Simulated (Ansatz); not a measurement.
The first iterations of a band of Cl₅FHTa (8 atoms, charge 0, multiplicity 1).

Theory: Ansatz 0.2.0, RKS LDA/def2-SVP.

- movable images: 5
- climbing image: yes
- spring: 5.0 eV/Å²
- optimiser: quadratic models (default)
- start path: through a guess of the saddle point
- force threshold: 0.2 eV/Å
- iteration limit: 60
- end points: relaxed

Initial state:

```xyz
8
Properties=species:S:1:pos:R:3
Ta -0.073 0.012 0.126
F 1.758 0.460 0.328
Cl -0.216 0.185 2.435
Cl 0.465 -0.568 -2.055
Cl -1.097 1.963 -0.356
Cl -1.793 -1.517 0.122
Cl 1.346 -2.325 0.734
H 2.391 -1.529 0.754
```

Final state:

```xyz
8
Properties=species:S:1:pos:R:3
Ta -0.166 -0.419 0.184
F 1.966 0.340 0.379
Cl -0.275 -0.032 2.465
Cl 0.406 -0.786 -2.030
Cl -0.538 1.792 -0.243
Cl -2.196 -1.386 0.039
Cl 1.306 -2.251 0.714
H 2.279 -0.577 0.580
```

| iteration | highest image above the first end (eV) | largest band force component (eV/Å) |
| --- | --- | --- |
| 1 | 4.551 | 4.571 |
| 2 | 2.284 | 2.765 |
| 3 | 1.044 | 1.775 |

Q: Does the band converge within its limit, and where does its top end?

A: It converged. It ended after 10 iterations with the highest image 0.156 eV above the first end. The threshold of 0.2 eV/Å is loose, so the images may lie well off the minimum-energy path. The order of the point at the top wasn't checked. The orbitals stay closed-shell, which can raise the energy where a bond breaks towards radicals; this wasn't checked here.

The run took 92 s on 4 threads of Arm Neoverse V1 (shared host), peak memory 0.24 GiB.
